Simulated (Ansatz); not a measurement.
Molecule: C2H8BSi (charge 0, doublet). It need not be the lowest isomer of its formula. 
Geometry from a B3LYP-D3(BJ)/def2-TZVP (Ansatz, a program for electronic structure) optimisation:
```
B
C 1 1.5728
H 2 1.0907 1 115.81
H 2 1.0956 3 108.37 1 -125.56
H 2 1.0981 3 107.18 4 -113.37
C 1 1.5728 2 119.92 3 -169.07
H 6 1.0907 1 115.81 2 -169.07
H 6 1.0956 7 108.37 1 -125.56
H 6 1.0981 7 107.18 8 -113.37
Si 1 1.9554 2 120.04 3 10.93
H 10 1.4814 1 124.36 2 -2.24
H 10 1.4814 11 111.28 1 -180.00
```
Charge 0, spin multiplicity 2.

Basis-set convergence of Hartree-Fock and CCSD correlation energies (hartree) with Ansatz. Valence correlation only, unless marked. Open shells are spin-unrestricted. No spin-orbit coupling. No relativistic terms.

```
basis        functions       E(HF)  E(corr, CCSD)
-----------  ---------  ----------  -------------
cc-pV(D+d)Z        105  -393.98370       -0.52589
cc-pV(T+d)Z        241  -394.02310       -0.62366
cc-pV(Q+d)Z        469  -394.03276       -0.65218
```

Extrapolating the two largest sets (X = 3 and 4) as X^-3: E(corr) = (64·(-0.65218) - 27·(-0.62366))/37 = -0.6730 Eh, an estimate of the basis-set limit. The largest set recovers 96.9 % of it, the smallest 78.1 %.
